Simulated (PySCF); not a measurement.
Hf(Cl)2(SH)2 (Cl2H2HfS2), SMILES [Cl][Hf]([SH])([SH])[Cl], multiplicity 1.

Coordinates come from a PBE-D3(BJ)/def2-SVP optimisation. The multiplicity is an assumed one; no other spin state was optimised. The structure was generated by enumeration; whether it is a known compound was not checked. The def2 effective core potentials stand for the cores of Hf; spin–orbit coupling is left out. The values are those of a single conformer.

Two levels are set side by side: PBE/def2-TZVP (PySCF) and ωB97X/def2-TZVP (PySCF). Same geometry, gas phase. Differences are taken from unrounded values.

```tsv
quantity	PBE
orbital gap (eV)	3.85
highest occupied level (eV)	-6.87
lowest empty level (eV)	-3.02
dipole moment (D)	0.71
mean polarisability (bohr³)	108.9
```

### Question
These are the PBE values. What does ωB97X give? (Estimate from the structure and the level; the computed values follow.)

### Answer

```tsv
quantity	ωB97X	PBE minus ωB97X
orbital gap (eV)	10.29	-6.45
highest occupied level (eV)	-10.45	3.58
lowest empty level (eV)	-0.16	-2.86
dipole moment (D)	0.79	-0.08
mean polarisability (bohr³)	101.6	7.3
```

Without exact exchange PBE keeps part of each electron's self-repulsion, which lifts occupied levels and narrows the gap. Loosely held outer electrons make PBE densities more polarisable. Differences between two approximate levels are no errors against the true value.

Rough cost on one machine, each run with all the roots and properties that it gave: ωB97X against PBE within a factor of 2.
